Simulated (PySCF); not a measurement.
**Polarisability of `C#CC[P@H+]1C=C1F`**

C₅H₅FP (charge +1).
Numbering: `[CH:1]#[C:2][CH2:3][P@H+:4]1[CH:5]=[C:6]1[F:7]` (hydrogens: H8 on C1; H9, H10 on C3; H11 on P4; H12 on C5)

Geometry (GFN2-xTB, Å), atoms numbered from 1 in this order:
```xyz
12
C5H5FP angstrom
C      2.3700    0.3653   -0.6558
C      1.5575   -0.3268   -0.1129
C      0.5974   -1.1912    0.5416
P     -1.0860   -0.4650    0.3955
C     -1.3224    1.3180    0.3693
C     -1.4682    0.7753   -0.8364
F     -1.7024    1.0155   -2.0775
H      3.1079    0.9518   -1.1223
H      0.8387   -1.3031    1.6065
H      0.5927   -2.1855    0.0761
H     -2.1508   -1.2025    0.8862
H     -1.3333    2.2476    0.9035
```

Level: wB97X-D/def2-SVPD (PySCF), static field, nuclei fixed, core orbitals frozen in the response. The polarisability tensor in these axes (au):

```
x   78.56  0.85 -4.34
y    0.85 70.24 -8.42
z   -4.34 -8.42 63.83
```

Q: What are the eigenvalues, a third of the trace, and Δα (Δα² = ½Σ(αi − αj)² over the three pairs)?

A: Principal values 57.56, 74.07 and 80.99 au; mean 70.87 au = 10.50 Å³ = 11.69 × 10⁻⁴⁰ C²·m²/J; Δα = 20.85 au (29 % of the mean).

Q: Give the eigenvalues of the traceless quadrupole moment Θ = ½Σq(3rr − r²1), origin at the centre of nuclear charge.

A: -10.44, 2.08, 8.36 D·Å. The values depend on the origin, since the species is charged. The electronic extent ⟨r²⟩ about the same centre is 899 bohr², a root-mean-square distance of 2.08 Å for the 58 electrons.

Q: Rayleigh depolarisation ratio (linearly polarised light, static tensor)?

A: ρ = 3Δα²/(45ᾱ² + 4Δα²) = 1304.3/(226046 + 1739.1) = 0.00573.

Q: In TDDFT the mean static polarisability is Σ f/ω² over all singlet excitations (ω in hartree). How much of it do the 8 lowest give? Their energies (eV) and oscillator strengths: 5.97, 0.0004; 6.03, 0.0040; 6.07, 0.0008; 6.39, 0.0001; 6.48, 0.0251; 6.51, 0.0005; 6.77, 0.0661; 7.20, 0.0041.

A: They add up to 1.68 au, 2.4 % of the 70.87 au; the largest single term is 1.07 au, from the state at 6.77 eV. Terms in order: 0.01, 0.08, 0.02, 0.00, 0.44, 0.01, 1.07, 0.06 au. Higher excitations give the rest. The strengths listed sum to 0.101.

The structure is a single GFN2-xTB conformer in the gas phase; no vibrational or solvent corrections.
